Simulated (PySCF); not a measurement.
SMILES BCCc1ccccc1 (C8H11B) (GFN2-xTB optimised geometry):

```
20

B     -2.179    -1.774    -2.583
C     -1.431    -2.569    -1.457
C     -1.451    -1.971    -0.039
C     -0.695    -0.674     0.000
C     -1.359     0.546     0.005
C     -0.653     1.736     0.005
C      0.731     1.724     0.000
C      1.404     0.514     0.000
C      0.695    -0.674     0.000
H     -2.045    -2.111    -3.695
H     -2.899    -0.888    -2.334
H     -1.889    -3.565    -1.417
H     -0.392    -2.756    -1.745
H     -2.484    -1.807     0.270
H     -0.993    -2.677     0.660
H     -2.440     0.564     0.013
H     -1.185     2.677     0.010
H      1.283     2.652     0.001
H      2.484     0.496     0.002
H      1.227    -1.615     0.006
```

Calculation: PBE0/def2-SVP (PySCF 2.14.0).

Problem. What are the frontier orbital energies and the dipole moment?

Solution. HOMO-2 -8.78 eV, HOMO-1 -7.23 eV, HOMO -6.96 eV, LUMO -1.20 eV, LUMO+1 -0.01 eV; dipole moment 0.68 D.

On the same geometry PBE/def2-SVP (PySCF) gives HOMO-2 -7.36 eV, HOMO-1 -6.20 eV, HOMO -5.95 eV, LUMO -2.25 eV, LUMO+1 -0.92 eV; dipole moment 0.75 D.

Meta-Löwdin charges at PBE0/def2-SVP: B1 0.05, C2 -0.28, C3 -0.17, C4 0.02, C5 -0.12, C6 -0.11, C7 -0.11, C8 -0.11, C9 -0.12, H10 0.00, H11 0.00, H12 0.12, H13 0.11, H14 0.09, H15 0.10, H16 0.10, H17 0.11, H18 0.11, H19 0.11, H20 0.10.
